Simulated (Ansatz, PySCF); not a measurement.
Cl2Zr, multiplicity 1. Atoms are numbered in the order given.

```xyz
3

Zr     0.0000     0.0000     0.4632
Cl     0.0000     2.0625    -0.5449
Cl     0.0000    -2.0625    -0.5449
```
Charge 0, spin multiplicity 1.

Geometry: PBE0-D3(BJ)/def2-TZVP. The spin state was assumed, not searched. The def2 effective core potentials stand for the cores of Zr; spin–orbit coupling is left out.

Vertical ionisation energy (IE) and electron affinity (EA) in eV. Rows of orbital energies are one-electron estimates. Where ΔSCF, EOM or ADC give a negative EA the extra electron is unbound and the value depends on the basis.

```
level                                                                              IE          EA
-------------------------------------------------------------------------  ----------  ----------
−ε(HOMO), −ε(LUMO), PBE0/def2-TZVPD (PySCF)                                (withheld)  (withheld)
−ε(HOMO), −ε(LUMO), PBE/def2-TZVPD (PySCF)                                       4.48        4.28
ΔSCF, CAM-B3LYP/def2-TZVPD (Ansatz), final states of multiplicity 2 and 2        6.85        1.60
```

Fill in the missing entries. (Estimate from the structure and the level; the computed values follow.)


- −ε(HOMO), −ε(LUMO), PBE0/def2-TZVPD (PySCF), IE: 5.39
- −ε(HOMO), −ε(LUMO), PBE0/def2-TZVPD (PySCF), EA: 3.27

What vertical singlet–triplet gap does ΔSCF give with CAM-B3LYP/def2-TZVPD (Ansatz, an electronic-structure program) and with PBE/def2-TZVPD (Ansatz)? (Estimate from the structure and the level; the computed values follow.)

-0.49 and -0.49 eV (triplet above singlet where positive).
